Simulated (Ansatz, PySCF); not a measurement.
F2GaH3OSi, SMILES [F][Ga]([F])[O][SiH3].

Geometry: B3LYP-D3(BJ)/def2-SVP. The structure was generated by enumeration; whether it is a known compound was not checked. The values are those of a single conformer.

Vertical ionisation energy (IE) and electron affinity (EA) in eV. Rows of orbital energies are one-electron estimates. Where ΔSCF, EOM or ADC give a negative EA the extra electron is unbound and the value depends on the basis.

| level | IE | EA |
|---|---|---|
| −ε(HOMO), −ε(LUMO), PBE0/def2-TZVP (PySCF) | ? | ? |
| −ε(HOMO), −ε(LUMO), PBE/def2-TZVP (PySCF) | 7.81 | 3.02 |
| ΔSCF, PBE0/def2-SVPD (Ansatz), final states of multiplicity 2 and 2 | 11.54 | 0.53 |
| ΔSCF, PBE/def2-SVPD (Ansatz), final states of multiplicity 2 and 2 | 11.09 | 0.71 |

Question: Some entries are withheld; supply them. (An estimate is asked for; the answer gives what the named calculation found.)

Answer: 
- −ε(HOMO), −ε(LUMO), PBE0/def2-TZVP (PySCF), IE: 9.26
- −ε(HOMO), −ε(LUMO), PBE0/def2-TZVP (PySCF), EA: 2.02

Question: What vertical singlet–triplet gap does ΔSCF give with PBE0/def2-SVPD (Ansatz, an electronic-structure program) and with PBE/def2-SVPD (Ansatz)? (Estimate from the structure and the level; the computed values follow.)

Answer: 5.86 and 5.27 eV (triplet above singlet where positive).
